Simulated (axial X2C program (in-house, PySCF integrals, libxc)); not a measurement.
Correcting the dissociation energy of GeSe for spin–orbit coupling

A spin-free PBE0 curve (one-electron X2C) was computed with an axial X2C code built on PySCF integrals, basis Se dyall-v3z [8s9p6d1f], Ge dyall-v3z [9s9p7d1f] (cores contracted in-house), for the state M_S = 0, Λ = 0 (closed shell). It gives D0 = 5.025 eV to Se + Ge, which in a spin-free picture are the weighted means of the ground terms.

Measured levels of the ground terms (NIST Handbook of Basic Atomic Spectroscopic Data), in cm⁻¹: Se 3P: J = 2 at 0, J = 1 at 1989.5, J = 0 at 2534.4; Ge 3P: J = 0 at 0, J = 1 at 557.1, J = 2 at 1410.

The molecular state has Λ = 0, so it has no first-order lowering.

Problem. How far does each ground level lie under the (2J+1)-weighted mean of its term?

Solution. Se: (5 × 0 + 3 × 1989.5 + 1 × 2534.4)/9 = 945 cm⁻¹; Ge: (1 × 0 + 3 × 557.1 + 5 × 1410)/9 = 969 cm⁻¹.

Problem. Correct D0.

Solution. D0 = 5.025 + (0 − 1914)/8065.5 = 4.788 eV at PBE0 with these spin–orbit terms.

Second-order spin–orbit effects in the molecule, which grow quickly with Z, are left out. One determinant describes the state; a PBE0 search over occupations chose it and may have missed a lower one. De is counted from the lowest determinant-based energies of the atoms at the same level, without counterpoise correction.
